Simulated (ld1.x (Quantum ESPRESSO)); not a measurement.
## Configuration tests for titanium (TM)

Ti (Z = 22), norm-conserving Troullier–Martins (Kleinman–Bylander form), made with ld1.x (Quantum ESPRESSO) 7.5 (PBE, scalar-relativistic). Core [Ne], reference 3s2 3p6 3d3 4s1 4p0. Waves: 3s (bound): rc 1.35 bohr; 3p (bound): rc 1.60 bohr; 3d (bound): rc 1.70 bohr. Local part: the d channel. Core correction: none.

Occupied shells without a wave of their own: 4s. They enter only through the test configuration that unscreens the potential.

Energies are relative to the spin-unpolarised reference configuration 3s2 3p6 3d3 4s1 4p0; without spin polarisation the order of configurations can differ from experiment.

| valence configuration | charge | ΔE all-electron (eV) | error AE − PS (meV) |
| --- | --- | --- | --- |
| 3s2 3p6 3d2 4s2 4p0 | 0 | -1.106 | +152 |
| 3s2 3p6 3d2 4s1 4p0 | +1 | 6.241 | +24 |
| 3s2 3p6 3d2 4s0 4p0 | +2 | 19.813 | -244 |
| 3s2 3p6 3d1 4s2 4p1 | 0 | 3.566 | +340 |
| 3s2 3p6 3d1 4s2 4p0 | +1 | 8.639 | +514 |
| 3s1 3p6 3d2 4s2 4p0 | +1 | 68.549 | +522 |

(1) What are ΔE and the potential's error for 3s2 3p6 3d3 4s0 4p0?

Levels in the configuration 3s2 3p6 3d1 4s2 4p0:

```tsv
level	all-electron (eV)	pseudo (eV)
3s	-75.584	-74.836
3p	-51.554	-50.839
3d	-15.867	-15.227
4s	-11.935	-12.104
```

## Answers

(1) ΔE = 6.289 eV all-electron; the error (AE − PS) is -119 meV.

The 4s level has no wave, so the channel is fitted at the deeper level alone: the likely source of the large errors.
